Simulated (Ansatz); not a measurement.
Ideal-gas functions of AlCl₃H₂Se, SMILES `[Cl][Al-]([Cl])([Cl])[SeH2+]` at 400 K and 1 bar, from an Ansatz frequency run at PBE0-D4/def2-TZVP.

Molar mass 214.32 g/mol, point group Cs (symmetry number 1), electronic degeneracy 1, moments of inertia 460.757, 650.776, 654.739 u Å². Harmonic wavenumbers (cm⁻¹, unscaled): 66, 76, 111, 126, 140, 142, 255, 383, 441, 485, 580, 589, 1050, 2443, 2454.

Use S(trans) = R[1.5 ln M + 2.5 ln T − 1.1517]; rotational temperatures θ = 24.2544 K / I; S(rot) = R[ln(√π/σ · √(T³/θAθBθC)) + 1.5]; for each mode x = 1.438777 ν̃/T, S = R[x/(eˣ − 1) − ln(1 − e⁻ˣ)] and H = RT x/(eˣ − 1); 1 cm⁻¹ = 0.0119627 kJ/mol; R = 8.31446 J/(mol·K).

Question: By hand: the entropy, in J/(mol·K).

Answer: Translation 181.9. Rotation: θ = 0.0526, 0.0373, 0.037 K, giving 131.6. Vibration, mode by mode: 20.29, 19.12, 16.00, 14.97, 14.11, 13.99, 9.32, 6.28, 5.30, 4.67, 3.56, 3.47, 0.93, 0.01, 0.01, in all 132.0. Electronic 0.0. Sum 445.5 J/(mol·K).

Question: By hand: H − E and G − E in kJ/mol, counted from the electronic energy.

Answer: Zero-point energy ½ × 9341 × 0.0119627 = 55.9; thermal vibration 24.7; translation, rotation and pV give 4 RT = 13.3. H − E = 93.9 kJ/mol, and G − E = 93.9 − 400 × 445.5/1000 = -84.3 kJ/mol.

Vibration gives 30 % of the entropy, 98.5 J/(mol·K) of it from the modes under 150 cm⁻¹: soft modes count most, and the harmonic formula is weakest for them. The sum counts one conformer and one mirror image; others add a mixing term.
